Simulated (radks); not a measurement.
Values are calculated unless marked as measured or tabulated.
Orbital eigenvalues (eV) of the lanthanum ion La28+, [Ar] 3d10 4s1, at several levels of relativity; Dirac values are averaged over j with weights 2j + 1. Spin-unpolarised spherical Kohn-Sham, LDA (Slater exchange, Perdew-Wang correlation), point nucleus unless stated (finite: rms radius 4.855 fm), a radial shooting solver on a logarithmic mesh with Libxc functionals. A level marked "c x" has the speed of light scaled by that factor.

shell       non-rel.  scalar-rel.  scalar-rel., finite nucleus    Dirac  change of magnitude, last against first (%)
1s            -37846       -39681                       -39677   -39650                                        +4.77
2s           -6640.7      -7105.8                      -7105.3  -7099.0                                        +6.90
2p           -6333.3      -6473.7                      -6473.7  -6480.8                                        +2.33
3s           -2091.6      -2201.2                      -2201.1  -2199.9                                        +5.18
3p           -1959.9      -1998.7                      -1998.7  -2000.4                                        +2.06
3d           -1717.4      -1713.7                      -1713.7  -1712.8                                        -0.26
4s           -987.92      -1024.1                      -1024.1  -1023.7                                        +3.63
4p (empty)   -934.53      -948.43                      -948.44  -948.92                                        +1.54
5s (empty)   -576.82      -593.13                      -593.11  -592.97                                        +2.80
